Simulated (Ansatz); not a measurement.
Potential energy curve for AsH, triplet.

Levels: UKS-PBE = Ansatz (an electronic-structure program) with unrestricted PBE/cc-pVTZ; UKS-B3LYP = unrestricted B3LYP/cc-pVTZ in Ansatz; FCI = full CI/cc-pVTZ, cores with 3d frozen in Ansatz.

Energies relative to the lowest point of each curve near equilibrium, in kcal/mol; the last columns give the error against full CI:

| R / Å | UKS-PBE | UKS-B3LYP | FCI | UKS-PBE − FCI | UKS-B3LYP − FCI |
|---|---|---|---|---|---|
| 1.15 | 56.8 | 55.2 | 56.7 | 0.1 | -1.4 |
| 1.22 | 33.7 | 32.5 | 33.3 | 0.4 | -0.8 |
| 1.30 | 16.6 | 15.7 | 16.1 | 0.6 | -0.4 |
| 1.37 | 7.5 | 6.9 | 7.0 | 0.5 | -0.2 |
| 1.46 | 1.5 | 1.2 | 1.3 | 0.3 | 0.0 |
| 1.48 | 0.8 | 0.6 | 0.7 | 0.2 | 0.0 |
| 1.53 | 0.0 | 0.0 | 0.0 | 0.0 | 0.0 |
| 1.60 | 0.4 | 0.7 | 0.7 | -0.3 | 0.0 |
| 1.61 | 0.6 | 1.0 | 0.9 | -0.3 | 0.0 |
| 1.69 | 3.0 | 3.7 | 3.6 | -0.6 | 0.0 |
| 1.78 | 7.1 | 8.1 | 8.0 | -0.9 | 0.1 |
| 1.90 | 13.9 | 15.3 | 15.0 | -1.1 | 0.3 |
| 2.08 | 25.3 | 27.3 | 26.2 | -0.9 | 1.1 |
| 2.32 | 40.1 | 42.6 | 39.8 | 0.3 | 2.8 |
| 2.52 | 50.3 | 52.4 | 48.6 | 1.7 | 3.8 |
| 2.74 | 57.9 | 59.5 | 55.2 | 2.7 | 4.3 |
| 3.02 | 63.2 | 64.7 | 60.1 | 3.1 | 4.6 |
| 3.42 | 66.3 | 68.1 | 62.9 | 3.5 | 5.2 |
| 3.79 | 67.3 | 69.3 | 63.7 | 3.6 | 5.6 |
| 4.14 | 67.6 | 69.8 | 64.0 | 3.6 | 5.8 |
| 4.58 | 67.8 | 70.1 | 64.1 | 3.7 | 5.9 |
| 5.30 | 67.9 | 70.2 | 64.2 | 3.7 | 6.0 |
| 6.25 | 67.9 | 70.2 | 64.2 | 3.7 | 6.0 |

UKS-PBE is furthest from FCI at 6.25 (3.7 kcal/mol, above); its mean absolute error over the points is 1.5 kcal/mol.

UKS-B3LYP is furthest from FCI at 6.25 (6.0 kcal/mol, above); its mean absolute error over the points is 2.4 kcal/mol.

The unrestricted determinant behind UKS-PBE is spin-contaminated at 2.52 to 6.25 Å (<S²> up to 3.0, against 2.00 for a pure triplet). The unrestricted determinant behind UKS-B3LYP is spin-contaminated at 2.32 to 6.25 Å (<S²> up to 3.0, against 2.00 for a pure triplet).
